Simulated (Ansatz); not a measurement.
`[SiH3]C[SiH](Cl)Cl` + `CSS` → `CSS[SiH3]` + `C[SiH](Cl)Cl`  (ligand exchange at the Si–C bond)

Calculated with Ansatz (gas phase, PBE0-D4/def2-TZVP geometries, no zero-point term in ΔE). CCSD(T)/CBS is the MP2 limit (def2-TZVPP, def2-QZVPP) plus CCSD(T) − MP2 in def2-TZVPP, frozen cores. DFT in def2-TZVPP. HSE06 is defined as in plane-wave codes. One conformer a species, not always the lowest.

`[SiH3]C[SiH](Cl)Cl`:

Z-matrix (Å, degrees):
```
Si
C 1 1.881
H 1 1.483 2 110.3
H 1 1.486 2 109.7 3 120.3
H 1 1.487 2 109.9 3 -120.3
Si 2 1.845 1 114.8 3 73.7
H 2 1.096 1 109.0 3 -165.9
H 2 1.095 1 109.2 3 -49.0
Cl 6 2.049 2 110.6 1 -176.0
Cl 6 2.049 2 109.9 1 -56.2
H 6 1.477 2 112.6 1 63.8
```

`CSS`:

```xyz
7

C    -0.526   -0.761    0.293
S     0.080    0.826    0.896
S     0.570    1.811   -0.818
H     0.274   -1.334   -0.175
H    -1.349   -0.620   -0.406
H    -0.887   -1.299    1.172
H     1.839    1.377   -0.963
```

`CSS[SiH3]`:

Z-matrix (Å, degrees):
```
C
S 1 1.800
H 1 1.089 2 110.8
H 1 1.093 2 105.9 3 -118.5
H 1 1.090 2 111.0 3 123.1
S 2 2.060 1 102.0 3 -61.1
Si 6 2.141 2 96.1 1 -91.1
H 7 1.487 6 106.9 2 177.1
H 7 1.485 6 109.9 2 58.1
H 7 1.483 6 110.4 2 -63.0
```

`C[SiH](Cl)Cl`:

Z-matrix (Å, degrees):
```
C
Si 1 1.847
H 1 1.093 2 110.1
H 1 1.093 2 110.1 3 120.0
H 1 1.092 2 110.4 3 -120.0
Cl 2 2.049 1 109.8 3 179.8
Cl 2 2.049 1 109.8 3 60.2
H 2 1.477 1 113.5 3 -60.0
```

```
    level  ΔE (kJ/mol)
    HSE06        -57.4
CAM-B3LYP        -53.9
```

Task: What does CCSD(T)/CBS give? (Estimate.)

Result: Ansatz gave: -56.1 kJ/mol. The listed levels differ from it by -1.3, 2.2 kJ/mol.

Task: What do rigid-rotor, harmonic-oscillator terms from PBE0-D4/def2-TZVP frequencies (298.15 K, 1 bar) make of the CCSD(T)/CBS value? (An estimate is asked.)

Result: Ansatz gave: ΔZPE = +5.7 kJ/mol, ΔH = -50.3 kJ/mol, ΔS = -2 J/(mol·K), ΔG = -49.7 kJ/mol. Modes under 50 cm⁻¹ make the entropy rough.

Largest T1 diagnostic among the species: 0.012.

At CCSD(T), def2-SVP lies +4.1 kJ/mol from the extrapolated value and def2-TZVPP +2.9 kJ/mol. Leaving LDA and LC-ωPBE aside and taking each functional with its dispersion term where it has one, the values, not all of them listed here, spread over 4.8 kJ/mol, from B97M-V to CAM-B3LYP-D4. LDA lies +3.4 kJ/mol from PBE without D4.

CCSD(T)/CBS has its own doubt, a few kJ/mol and more with outer-core shells, so smaller differences from it don't rank the levels.
